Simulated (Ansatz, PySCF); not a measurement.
Spin states of COOs (SMILES [O+]#[C-]->[Os]), each relaxed with B3LYP-D3(BJ)/def2-TZVP.
State 1 (charge 0, multiplicity 3):
```xyz
3

Os    -1.01183    -0.80836    -0.92362
O      0.85636     0.73018     0.75685
C      0.12230     0.12565     0.09655
```
State 2 (charge 0, multiplicity 5):
```xyz
3

Os    -1.06268    -0.88922    -0.95743
O      0.89450     0.69768     0.81073
C      0.13501     0.23901     0.07648
```

Singlets are restricted, other states unrestricted; no spin–orbit coupling, no relativity up to Kr; see below for the cores. The largest T1 diagnostic is 0.053.

Correlated levels freeze the inner cores; with def2 sets outer-core shells near the valence are correlated too.

Codes used: Ansatz (Gaussian orbitals); PySCF for the dispersion terms. Each number belongs to the level named beside it. In def2 rows elements past Kr take small-core potentials, without spin–orbit coupling.

PBE/def2-TZVPP gives 34.89 kcal/mol for the energy of the multiplicity-5 state less that of the multiplicity-3 state.

Task: Predict the shift from PBE, with its sign, for: PBE-D3(BJ)/def2-TZVPP, r2SCAN/def2-TZVPP, PBE0/def2-TZVPP, wB97M-V/def2-TZVPP, B2PLYP/def2-TZVPP, CCSD(T)/def2-SVP.

Result: PBE-D3(BJ)/def2-TZVPP 0.00; r2SCAN/def2-TZVPP -11.04; PBE0/def2-TZVPP -6.86; wB97M-V/def2-TZVPP -2.85; B2PLYP/def2-TZVPP 0.61; CCSD(T)/def2-SVP -5.67 kcal/mol. 2 of 6 lie above PBE; the widest gap is to r2SCAN/def2-TZVPP.

Doubts at one or more of the structures used: a spin-contaminated determinant (CCSD(T)/def2-SVP).

Ansatz is a first-principles code.
